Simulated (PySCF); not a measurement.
Vertical excitations of a molecule C2H9FSi3 from TDA-PBE/def2-SVPD run with PySCF, as energy in eV (oscillator strength): 5.51 (0.015), 5.99 (0.002), 6.05 (0.033), 6.17 (0.008), 6.47 (0.003), 6.59 (0.003). Lowest triplet (TDA): 4.80 eV. Geometry: B3LYP-D3(BJ)/def2-SVP. One conformer was computed; it need not be the lowest.

**Question.** Pick the molecule that these values belong to.
A) F[SiH]1[SiH2]CC[SiH2]1
B) F[Si@H]1C[SiH2]C[SiH2]1
C) C=C[SiH2][SiH2][SiH2]F
D) C=C[Si@H](F)[SiH2][SiH3]

**Answer.** B, F[Si@H]1C[SiH2]C[SiH2]1
